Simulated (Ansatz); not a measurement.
**Ligand exchange: C4H9Cl + GeH2(CH3)I → C4H9I + GeH2(CH3)Cl**

Species: C4H9Cl (2-chloro-2-methylpropane) `CC(C)(C)Cl`, singlet; GeH2(CH3)I, singlet; C4H9I (tert-butyl iodide) `CC(C)(C)I`, singlet; GeH2(CH3)Cl, singlet. The partners trade Cl for I: C–Cl and Ge–I bonds give way to C–I and Ge–Cl.

Shapes, held fixed at every level: PBE0-D4/def2-TZVP. Programs: Ansatz 0.2.0. The zero-point and thermal change to 298 K, harmonic and unscaled (PBE0-D4/def2-TZVP), is -0.7 kJ/mol.

```csv
level,kind,ΔH(298 K) (kJ/mol),less CCSD(T)/def2-TZVPP
SPW92/def2-TZVPP,LDA,+6.0,+10.5
r2SCAN-D4/def2-TZVPP,meta-GGA,+2.3,+6.8
r2SCAN0-D4/def2-TZVPP,global hybrid,+5.0,+9.5
wB97M-V/def2-TZVPP,range-separated hybrid,+3.3,+7.8
MP2/def2-SVP,perturbation theory,+5.0,+9.5
MP2/def2-TZVPP,perturbation theory,-7.0,-2.5
CCSD/def2-TZVPP,coupled cluster or CI,-2.5,+2.0
CCSD(T)/def2-TZVPP,coupled cluster or CI,-4.5,0.0
```

The highest level, CCSD(T)/def2-TZVPP, gives ΔH(298 K) = -4.5 kJ/mol; the levels span -7.0 to +6.0. They disagree on the sign: 5 of 8 are positive. The column of differences is taken from that level and isn't an error. No measured value is set beside it here. For atoms past krypton def2 sets carry core potentials with scalar relativity. Relativity is left out for Ge unless named. Correlated rows may include outer-core shells of Ge, I, which these sets cover unevenly.
